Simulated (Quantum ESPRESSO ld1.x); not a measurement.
The numbers below are computed, except where a source is named.
Ru II, 43 electrons, occupied as [Kr] 4d7 (the NIST ground configuration). Level of theory: scalar-relativistic Kohn-Sham, relativistic LDA (MacDonald-Vosko exchange, VWN5 correlation), spin-unpolarised, spherical densities, point nucleus (ld1.x of Quantum ESPRESSO 7.5).

Normalised radial functions P(r) = r R(r), r in bohr:

r	3d	4s
0.002062	0.0000	0.0741
0.002381	0.0000	0.0837
0.002772	0.0001	0.0949
0.003201	0.0001	0.1066
0.003727	0.0001	0.1201
0.004304	0.0002	0.1338
0.005011	0.0003	0.1493
0.005787	0.0004	0.1648
0.006737	0.0007	0.1815
0.00778	0.0010	0.1974
0.009057	0.0015	0.2135
0.01046	0.0022	0.2273
0.01218	0.0034	0.2391
0.01406	0.0051	0.2465
0.01637	0.0077	0.2485
0.01891	0.0113	0.2431
0.02201	0.0170	0.2275
0.02542	0.0249	0.2013
0.02936	0.0361	0.1622
0.03418	0.0530	0.1059
0.03947	0.0756	0.0381
0.04595	0.1089	-0.0471
0.05307	0.1520	-0.1368
0.06178	0.2131	-0.2336
0.07135	0.2891	-0.3175
0.08306	0.3919	-0.3842
0.09592	0.5127	-0.4122
0.1117	0.6655	-0.3900
0.129	0.8316	-0.3102
0.1501	1.0223	-0.1625
0.1734	1.2061	0.0270
0.2019	1.3861	0.2524
0.2331	1.5239	0.4519
0.2714	1.6134	0.5985
0.3134	1.6289	0.6339
0.3649	1.5632	0.5325
0.4214	1.4259	0.3035
0.4906	1.2170	-0.0462
0.5665	0.9822	-0.4219
0.6543	0.7393	-0.7703
0.7617	0.5035	-1.0366
0.8797	0.3200	-1.1489
1.024	0.1784	-1.1122
1.183	0.0916	-0.9606
1.377	0.0397	-0.7341
1.59	0.0156	-0.5115
1.851	0.0049	-0.3112
2.138	0.0014	-0.1731
2.489	0.0003	-0.0815
2.874	0.0001	-0.0346
3.346	0.0000	-0.0119
3.864	0.0000	-0.0036
4.499	0.0000	-0.0008
5.196	0.0000	-0.0002
6.048	0.0000	0.0000
6.985	0.0000	0.0000
8.132	0.0000	0.0000
9.392	0.0000	0.0000
10.93	0.0000	0.0000
12.63	0.0000	0.0000

3d: eigenvalue -280.81 eV, 0 radial nodes, <r> = 0.385 bohr, 90 % of the charge inside 0.612 bohr. 4s: eigenvalue -83.670 eV, 3 radial nodes at r = 0.0424, 0.170, 0.482 bohr, <r> = 1.02 bohr, 90 % of the charge inside 1.49 bohr.
